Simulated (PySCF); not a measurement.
# Working out the ionisation energy of I⁺

I⁺ [Kr] 4d10 5s2 5p4 (3P) → I²⁺ [Kr] 4d10 5s2 5p3 (4S). Calculation: PySCF 2.14, in aug-cc-pV5Z-PP with ECP28MDF; a scalar-relativistic core potential. Frozen: 4s2 4p6 4d10. Energies in hartree (1 hartree = 27.21139 eV):

```json
{"part": "UHF", "I⁺ (lower)": "-294.312204", "I²⁺ (upper)": "-293.663078"}
{"part": "MP2 opposite-spin", "I⁺ (lower)": "-0.082549", "I²⁺ (upper)": "-0.056100"}
{"part": "MP2 same-spin", "I⁺ (lower)": "-0.021182", "I²⁺ (upper)": "-0.018531"}
```

Task: What does Hartree-Fock give?

Result: (-293.663078) − (-294.312204) = 0.649126 hartree = 17.664 eV.

Task: What do MP2 and SCS-MP2 (6/5 opposite-spin, 1/3 same-spin) give?

Result: The opposite-spin parts differ by 0.720 eV and the same-spin parts by 0.072 eV. MP2: 17.664 + (0.720) + (0.072) = 18.456 eV. SCS-MP2: 17.664 + 1.2 × (0.720) + (0.072)/3 = 18.552 eV.

Measured between the centres of the two terms (NIST): 18.750 eV, so MP2 (valence) is off by -0.294 eV.

What remains against the reference includes basis incompleteness, the frozen core and correlation beyond second order.
